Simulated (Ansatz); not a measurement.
`[CH3][GeH]([F])[Cl]` + CH₃SH → `C[S][GeH]([CH3])[Cl]` + H–F at 500 K and 1 bar (ligand exchange at a Ge–F bond).

Gas-phase electronic energies from Ansatz, PBE0-D4/def2-TZVP geometries. CBS: MP2 limit from def2 TZ/QZ plus the TZ coupled-cluster correction, frozen cores. This one scheme is used for every species. For Ge outer-core shells are correlated without core-valence functions, which leaves a few kJ/mol of doubt a bond. Scalar relativity is left out up to krypton. One conformer a species, not always the lowest.

```csv
species,CCSD(T)/CBS energy (Eh),H − E (kJ/mol),S (J/(mol·K))
`[CH3][GeH]([F])[Cl]`,-2676.23424,167.2,389.3
CH₃SH,-438.22835,145.1,283.7
`C[S][GeH]([CH3])[Cl]`,-3014.06069,279.4,477.9
H–F,-100.39570,39.4,188.7
```

H − E and S are ideal-gas, rigid-rotor, harmonic terms from PBE0-D4/def2-TZVP, for one conformer and one mirror image of each species. 1 Eh = 2625.50 kJ/mol, R = 8.31446 J/(mol·K).

**Question.** By hand: ΔE, ΔH, ΔS and ΔG.

**Answer.** ΔE = (-3014.06069) + (-100.39570) − (-2676.23424) − (-438.22835) = 0.00620 Eh = 16.3 kJ/mol. Δ(H − E) = 279.4 + 39.4 − 167.2 − 145.1 = 6.5, so ΔH = 22.8 kJ/mol. ΔS = 477.9 + 188.7 − 389.3 − 283.7 = -6.4 J/(mol·K). ΔG = 22.8 − 500 × (-6.4)/1000 = 26.0 kJ/mol.

**Question.** By hand: the equilibrium constant, and the temperature at which ΔG would vanish if ΔH and ΔS stayed fixed.

**Answer.** log₁₀ K = −ΔG/(RT ln 10) = -2.7. ΔH and −TΔS have one sign here, so there is no such temperature.

The number of gas molecules stays the same, so ΔS is small and ΔH decides. A doubt of 5 kJ/mol in ΔE shifts log₁₀ K by 0.5 here. Other conformers and mirror images would add mixing entropy, several J/(mol·K) or more a flexible species. Modes under 60 cm⁻¹, often nearly free rotors, make the harmonic entropy too high. These are equilibria of isolated gas molecules and say nothing of rates. Largest T1 diagnostic: 0.011 (customary marks: 0.02 for closed shells, 0.045 for open ones).

ΔS is within the doubt of such terms, so its sign, and with it that verdict, could turn.
